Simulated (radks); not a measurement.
Values are calculated unless marked as measured or tabulated.
Species: La III. Configuration: [Kr] 4d10 5s1 5p6 5d1 6d1 (not the ground configuration). Code: a radial shooting solver on a logarithmic mesh with Libxc functionals. Model: scalar-relativistic Kohn-Sham, SCAN, spin-polarised, spherical densities, finite nucleus; open shells are filled with parallel spins first (spin-orbit coupling, left out, can overturn this in heavy ions); meta-GGA in the generalised Kohn-Sham scheme; Fermi nuclear charge, rms radius 4.855 fm.

Normalised radial functions P(r) = r R(r), r in bohr:

```
   r/bohr * 4d up, o 5p up, + 5p down (the largest magnitude, 1.27, reaches the edge; | marks zero, & curves that meet)
 0.002265                             &
 0.003119                             &
 0.004262                             &
 0.005822                             &
 0.008018                             *&
  0.01095                             *&
  0.01508                             *&
  0.02061                             * &
  0.02815                             |* &
  0.03877                             | * &
  0.05297                             |   &o
  0.07294                             |   &  *
  0.09965                             |&         *
   0.1361                          &  |             *
   0.1875                       &     |              *
   0.2561                        &    |       *
   0.3527                        *    | &
   0.4819         *                   |        &
   0.6583  *                          |       &
   0.9066       *                 &   |
    1.239             &   *           |
    1.706          &              *   |
     2.33                 &          *|
    3.183                        &    *
    4.384                            &*
    5.989                             &
    8.248                             &
    11.27                             &
    15.39                             &
```

4d up: eigenvalue -127.49 eV, 1 radial node at r = 0.316 bohr, <r> = 0.767 bohr, 90 % of the charge inside 1.15 bohr. 5p up: eigenvalue -43.204 eV, 3 radial nodes at r = 0.109, 0.325, 0.828 bohr, <r> = 1.73 bohr, 90 % of the charge inside 2.49 bohr. 5p down: eigenvalue -41.178 eV, 3 radial nodes at r = 0.109, 0.325, 0.827 bohr, <r> = 1.74 bohr, 90 % of the charge inside 2.51 bohr.
